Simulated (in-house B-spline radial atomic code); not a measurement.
Results of a calculation; reference values are marked as such.
# Softness against transferability: the 2p channel of N

N, [He] 2s2 2p3, non-relativistic LDA (VWN5), spherical and spin-unpolarised, from an all-electron radial atomic-structure program (B-spline basis) (atomic units). The all-electron 2p level is ε = -0.266297 hartree and its outer maximum at 0.96 bohr.

Troullier-Martins pseudo-orbitals are made for several radii. The cutoffs (hartree) are the plane-wave energies beyond which the orbital holds less than the named kinetic energy per electron. The phase error is the difference, pseudo minus all-electron, of arctan(R P'/P) at R = 2.32 bohr for all radii, half a hartree below and above the level.

| r_c (bohr) | V_l(0) (hartree) | cutoff for 10 mEh | for 1 mEh | for 0.1 mEh | phase error at ε − 0.5 (mrad) | at ε + 0.5 (mrad) |
| --- | --- | --- | --- | --- | --- | --- |
| 1.08 | -11.89 | 30.1 | 42 | 70.1 | +0.1 | +0.7 |
| 1.26 | -9.87 | 24.8 | 33.3 | 55.3 | +0.3 | +1.7 |
| 1.45 | -8.33 | 20.5 | 27.1 | 44.2 | +0.7 | +3.7 |
| 1.63 | -7.22 | 17.5 | 22.8 | 36.6 | +1.5 | +7.0 |
| 1.82 | -6.31 | 15 | 19.5 | 30.4 | +3.1 | +12.3 |
| 2.02 | -5.55 | 12.9 | 16.6 | 25.6 | +5.9 | +20.5 |

Task: Which radius needs the lowest cutoff for 0.1 mEh while both phase errors stay within 7.1 mrad?

Result: The radii within that limit are 1.08, 1.26, 1.45, 1.63 bohr; of these r_c = 1.63 needs the least, 36.6 hartree, that is 73.2 Ry or 996 eV.

Task: What does the larger radius buy, and what does it cost?

Result: From r_c = 1.08 to 2.02 bohr the cutoff for 1 mEh goes from 42 to 16.6 hartree, a factor of 2.53, against 3.50 for a pure 1/r_c² scaling, end to end; step by step it is 42, 33.3, 27.1, 22.8, 19.5, 16.6, and for 0.1 mEh 70.1, 55.3, 44.2, 36.6, 30.4, 25.6; the number of plane waves goes as the cutoff to the power 3/2, here a factor of 4.0. The larger of the two phase errors is least at r_c = 1.08 bohr, 0.7 mrad; it is 0.7 at the smallest radius and 20.5 at the largest. These errors test the reference atom alone. Large radii also let the cores of neighbours overlap, which an atom doesn't show.
